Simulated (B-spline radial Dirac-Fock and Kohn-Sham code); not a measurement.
Two-hole binding energies of Ni²⁺

System: the Ni²⁺ ion, [Ar] 3d8.

Input file task.json (cfg lists n, l and occupation; rrms is the nuclear radius in fm):

```json
{"items": [{
  "Z": 28,
  "q": 2,
  "cfg": [[1, 0, 2], [2, 0, 2], [2, 1, 6], [3, 0, 2], [3, 1, 6], [3, 2, 8]],
  "A": 58,
  "rrms": 3.7757,
  "do": ["binding", "quiet", "double"]
}]}
```

Launch: `python xray_run.py task.json out`

These are calculated numbers from a radial atomic solver; the model is Dirac-Fock energy differences between relaxed states, corrected for Breit and QED terms. U is the two-hole binding energy less the two single-hole energies, the effective repulsion of the holes after relaxation. Each two-hole energy is an average over J within one jj subconfiguration.

```
          holes  E(a) (eV)  E(b) (eV)  E(ab) (eV)  U (eV)
           1s⁻²     8367.5     8367.5     17132.2   397.2
   1s⁻¹ 2p3/2⁻¹     8367.5      890.6           ?       ?
   1s⁻¹ 3p3/2⁻¹     8367.5      104.1      8500.0    28.4
           2s⁻²     1048.4     1048.4      2157.8    61.0
   2s⁻¹ 2p3/2⁻¹     1048.4      890.6      1993.8    54.9
        2p1/2⁻²      907.7      907.7      1889.1    73.7
        2p3/2⁻²      890.6      890.6      1849.9    68.7
   2s⁻¹ 3p1/2⁻¹     1048.4      106.3      1180.3    25.7
   2p1/2⁻¹ 3s⁻¹      907.7      150.4      1084.3    26.2
2p1/2⁻¹ 3p3/2⁻¹      907.7      104.1      1037.9    26.1
2p3/2⁻¹ 3p1/2⁻¹      890.6      106.3      1023.1    26.3
        3p1/2⁻²      106.3      106.3       236.2    23.7
3p1/2⁻¹ 3p3/2⁻¹      106.3      104.1       232.4    22.1
        3p3/2⁻²      104.1      104.1       230.7    22.5
```

Question: Give the missing two-hole energy and U.

Answer: E(ab) = 9357.1 eV and U = 99.0 eV.
